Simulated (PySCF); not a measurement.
# Correlation energy of Ne+ (neon, charge +1)

[He] 2s2 2p5, 2P determinant. All numbers are calculated (PySCF 2.14, scalar relativity by spin-free X2C-1e, in x2c-QZVPPall with one added diffuse shell each of s, p, d, f type (8s5p4d3f1g, 73 functions)). Frozen: 1s2; 7 electrons correlated.

```json
{"level": "CCSD", "correlation energy (mhartree)": "-227.33"}
{"level": "(T)", "correlation energy (mhartree)": "-3.04"}
{"level": "CCSD(T)", "correlation energy (mhartree)": "-230.37"}
```

Diagnostics: T1 = 0.0038, D1 = 0.0061, largest double amplitude 0.023.

Task: Is a single reference adequate?

Result: Yes: T1 lies below 0.03 and no double amplitude reaches 0.07.
